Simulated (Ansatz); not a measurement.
Ansatz (a quantum-chemistry and plane-wave program) input (wB97X-V/def2-TZVP):

Ansatz 0.2 input:
```yaml
crystal:
  periodic: [false, false, false]
  atoms:
    - {symbol: Y, position_ang: [0.13155285, -0.13842045, 0.16777224]}
    - {symbol: O, position_ang: [1.06974557, 0.48290069, -1.37913829]}
    - {symbol: O, position_ang: [-1.71106570, 0.19189900, 0.56124862]}
basis:
  gaussian:
    orbitals: def2-TZVP
hamiltonian:
  xc: {name: wB97X-V}
magnetization: {spin_polarized: true, initial_magnetization: 1}
relax: {f_tol: 0.003, max_steps: 100}
```

End of the output:

```
189 factors; integrals over basis functions are off by at most 1.6e-5 eV
mean field: 0.54 GiB planned
mean field -5135.52879662 eV, -188.7272022894 hartree, gradient 1.5e-5 eV, S^2 0.785835; 0 other end points of the search recorded, 0 dependent functions left out
the calculation of the forces begins
reference -5135.52879382 eV, -188.7272021863 hartree; 14, 13 occupied and 88, 89 virtual orbitals, 669 factors
relax step   4: F+E_penalty+E_count = -5135.52879662 eV  Δ(F+E_penalty+E_count) = -8.492e-4 eV  max|allowed force component| = 4.238e-3 eV/Å  Δτ_max = 0.0224 Å  (66 SCF iters, accepted)
these checks for a lower state are left out or cut short: starts, cluster_reference, orbital_swaps, neighbouring_geometries, increment
integrals: 0.05 GiB planned
669 factors; their error is unknown
integrals: 0.08 GiB planned
189 factors; integrals over basis functions are off by at most 1.6e-5 eV
mean field: 0.54 GiB planned
mean field -5135.52879813 eV, -188.7272023448 hartree, gradient 2.2e-5 eV, S^2 0.785842; 0 other end points of the search recorded, 0 dependent functions left out
the calculation of the forces begins
reference -5135.52879532 eV, -188.7272022417 hartree; 14, 13 occupied and 88, 89 virtual orbitals, 669 factors
relax step   5: F+E_penalty+E_count = -5135.52879813 eV  Δ(F+E_penalty+E_count) = -1.505e-6 eV  max|allowed force component| = 2.931e-5 eV/Å  Δτ_max = 0.0007 Å  (56 SCF iters, accepted)
integrals: 0.05 GiB planned
669 factors; their error is unknown
integrals: 0.08 GiB planned
189 factors; integrals over basis functions are off by at most 1.6e-5 eV
mean field: 0.54 GiB planned
mean field evaluation 96: about -5135.5285 eV, gradient 1.0e-1 eV
mean field -5135.52879813 eV, -188.7272023448 hartree, gradient 2.2e-5 eV, S^2 0.785842; 4 other end points of the search recorded, 0 dependent functions left out
the calculation of the forces begins
reference -5135.52879532 eV, -188.7272022417 hartree; 14, 13 occupied and 88, 89 virtual orbitals, 669 factors
Total energy: -5135.52879532 eV, -188.7272022417 hartree
Atom 0 at     0.091566    -0.096346     0.116776 Å, force     0.000002    -0.000002     0.000002 eV/Å
Atom 1 at     1.117150     0.464732    -1.372767 Å, force     0.000027     0.000004    -0.000021 eV/Å
Atom 2 at    -1.718483     0.167993     0.605873 Å, force    -0.000029    -0.000002     0.000019 eV/Å
Dipole moment:     0.637974    -0.671279     0.813623 e Å
```

The spin state was set by rule; other spins were not relaxed.
